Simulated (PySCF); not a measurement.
H5OPSi, SMILES [SiH2](P)O. Coordinates come from a TPSSh-D3(BJ)/def2-TZVP optimisation. The values are those of a single conformer.

### Question
Give the equilibrium geometry at TPSSh-D3(BJ)/def2-TZVP (PySCF confirms it by a frequency run) as Cartesian coordinates in Å. (An estimate is asked for; the answer gives what the named calculation found.)

### Answer
One answer among several that fit: 
```xyz
8

Si    -0.8071    -0.0213    -0.1571
O     -0.9734     1.5698     0.2689
P      1.2676    -0.8902     0.0360
H     -1.7103    -0.7519     0.7543
H     -1.2134    -0.2501    -1.5669
H     -0.4169     2.2110    -0.1846
H      1.5448    -0.2367     1.2631
H      1.8702     0.1201    -0.7577
```
